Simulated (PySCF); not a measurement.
Correlation energy of Zr (zirconium, neutral)

[Kr] 4d2 5s2, high-spin 3F determinant. Calculation: PySCF 2.14, in def2-QZVPPD with the def2 core potential (28 electrons); scalar relativity through the core potential. Frozen: nothing; 12 electrons correlated.

MP2 pair energies summed by pair of shells (mhartree):

```tsv
pair	energy	share (%)
4p-4p	-119.16	38.8
4p-4d	-62.46	20.3
4s-4p	-35.43	11.5
4p-5s	-28.34	9.2
4d-5s	-22.81	7.4
5s-5s	-19.67	6.4
4s-4d	-7.09	2.3
4s-4s	-6.74	2.2
4d-4d	-3.97	1.3
4s-5s	-1.54	0.5
```

Total MP2 correlation energy: -307.20 mhartree.

Same-spin part -84.23 and opposite-spin part -222.97 mhartree; SCS-MP2 scales them by 1/3 and 6/5 to -295.64 mhartree.

The basis has no tight functions for the innermost shells, so their pair energies are far from complete.

This basis was not built for core-valence correlation, so the inner-shell part is incomplete.
